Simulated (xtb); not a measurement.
B(Me)(OMe)(SH) (C₂H₇BOS), SMILES COB(C)S. All values are semi-empirical tight-binding results from xtb (GFN2-xTB unless named), good for trends rather than for accurate numbers. The structure is a stationary point at GFN2-xTB. The structure was generated by enumeration, and PubChem lists no compound with its InChIKey, so it may never have been made. One conformer was computed; it need not be the lowest.

Question: Estimate the properties. (An estimate is asked for; the answer gives what the named calculation found.)

Answer: 
```json
{
  "orbital_gap": "5.10 eV",
  "zero_point_energy": "56.9 kcal/mol",
  "G − E(el) at 298.15 K (modified RRHO)": "37.0 kcal/mol",
  "static polarisability (D4 model)": "63.6 bohr³",
  "solvation energy, GFN2-xTB/ALPB(water)": "-1.2 kcal/mol",
  "solvation energy, GFN2-xTB/ALPB(benzene)": "-5.6 kcal/mol"
}
```
